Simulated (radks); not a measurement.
Ti I, configuration [Ar] 3d2 4s2. All-electron calculation, non-relativistic Kohn-Sham, LDA (Slater exchange, Perdew-Wang correlation), spin-unpolarised, spherical densities, point nucleus. Program: a radial shooting solver on a logarithmic mesh with Libxc functionals.

Unscreened Slater integrals over Kohn-Sham orbitals (cm^-1).

\begin{tabular}{lr}
integral & value \\ \hline
F0(4s,4s) & 56520 \\
F0(4s,3d) & 70220 \\
G2(4s,3d) & 11825 \\
F0(4s,3p) & 73332 \\
G1(4s,3p) & 4266.7 \\
F0(4s,3s) & 73721 \\
G0(4s,3s) & 2978.5 \\
F0(3d,3d) & 130180 \\
F2(3d,3d) & 57681 \\
F4(3d,3d) & 35427 \\
F0(3d,3p) & 151470 \\
F2(3d,3p) & 68837 \\
G1(3d,3p) & 85524 \\
G3(3d,3p) & 50978 \\
F0(3d,3s) & 155520 \\
G2(3d,3s) & 63788 \\
F0(3p,3p) & 182170 \\
F2(3p,3p) & 91000 \\
F0(3p,3s) & 188080 \\
G1(3p,3s) & 124640 \\
F0(3s,3s) & 194630 \\
\end{tabular}

Derived for the open shells (J is the average intra-shell exchange parameter used in DFT+U). 3d: Racah B = F2/49 - 5 F4/441 = 775.5 cm^-1, C = 35 F4/441 = 2812 cm^-1, C/B = 3.63, F4/F2 = 0.614, J = (F2 + F4)/14 = 6651 cm^-1.
